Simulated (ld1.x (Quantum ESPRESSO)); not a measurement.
u(r) = r·R(r): atom against pseudo-atom (vanadium (V))

Columns: radius, all-electron u(r) and pseudo u(r) of the 3p shell (level -43.95 eV) of vanadium in the configuration [Ne] 3s2 3p6 3d3 4s2 4p0; PBEsol, scalar-relativistic, RRKJ scheme, ld1.x (Quantum ESPRESSO) 7.5.

```
r (bohr)  all-electron   pseudo
   0.072        0.3115  -0.0204
   0.145        0.5421  -0.0811
   0.217        0.4833  -0.1753
   0.290        0.2427  -0.2975
   0.362       -0.0595  -0.4344
   0.435       -0.3579  -0.5787
   0.507       -0.6081  -0.7156
   0.580       -0.8036  -0.8389
   0.652       -0.9383  -0.9377
   0.725       -1.0220  -1.0095
   0.798       -1.0613  -1.0505
   0.870       -1.0660  -1.0615
   0.942       -1.0454  -1.0466
   1.015       -1.0061  -1.0100
   1.088       -0.9542  -0.9580
   1.160       -0.8955  -0.8977
   1.232       -0.8329  -0.8336
   1.305       -0.7681  -0.7682
   1.378       -0.7040  -0.7040
   1.450       -0.6427  -0.6427
   1.522       -0.5843  -0.5843
   1.595       -0.5285  -0.5285
   1.668       -0.4766  -0.4766
   1.740       -0.4293  -0.4293
   1.812       -0.3858  -0.3858
   1.885       -0.3455  -0.3455
```

Problem. How many radial nodes do the two functions have?

Solution. The all-electron 3p function has n − l − 1 = 1; the pseudo-wave has 0, since the states of the same l below it are removed with the core.

Problem. At about which radius was the pseudo-wave matched?

Solution. 1.35 bohr, where the columns begin to agree (steps of 0.07 bohr).

Problem. Where does each function peak?

Solution. Outermost all-electron maximum near 0.87 bohr, pseudo maximum near 0.87 bohr (to the table’s step).

Problem. Is the pseudo-wave norm-conserving?

Solution. Yes: the RRKJ scheme keeps the norm inside the radius equal to the all-electron one, which fixes the energy derivative of the logarithmic derivative at the level.
